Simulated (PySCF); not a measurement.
# CeF at UHF-CCSD(T)

Computed with UHF-CCSD(T); PySCF, spin-free X2C with a Gaussian nucleus, basis sets Ce x2c-SVPall, F x2c-SVPall.

```
state                          : quartet, about 1.1 electrons in the 4f shell (Mulliken), real f orbitals that mix terms
bond length                    : 2.029 Å
harmonic wavenumber            : 572 cm⁻¹
force constant                 : 3.22 mdyn/Å
rotational constant Be         : 0.2448 cm⁻¹
anharmonicity ωexe             : 1.61 cm⁻¹
vibration–rotation constant αe : 0.00112 cm⁻¹
```

Correlated steps freeze 19 core orbitals. Spin–orbit coupling is left out, which matters for elements this heavy, above all for dissociation energies. With d or f electrons several states lie close, and the lowest PBE0 determinant need not be the measured ground state.
